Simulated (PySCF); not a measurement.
Excitation energy of Cu⁺ by level of theory

Cu⁺ [Ar] 3d10 (1S) → Cu⁺ [Ar] 3d9 4p1 (high-spin determinant), as a difference of total energies. Calculation: PySCF 2.14, in def2-TZVPPD; the non-relativistic Hamiltonian (point nucleus). Correlated levels: valence: [Ar] frozen. The calculations carry no spin-orbit coupling.

| method | excitation energy (eV) |
| --- | --- |
| UHF | 6.168 |
| MP2 (valence) | 9.215 |
| SCS-MP2 (valence) | 8.892 |
| CCSD (valence) | 8.249 |
| CCSD(T) (valence) | 8.386 |

Q: How much does correlation contribute at CCSD(T) (valence)?

A: 8.386 − (6.168) = 2.218 eV, measured against UHF.

A first-order spin-orbit estimate (lowest level to lowest level, LS coupling) adds -0.079 eV.

The determinant of the upper state mixes LS terms, which raises its energy above the lowest term, most at the Hartree-Fock and MP2 levels.
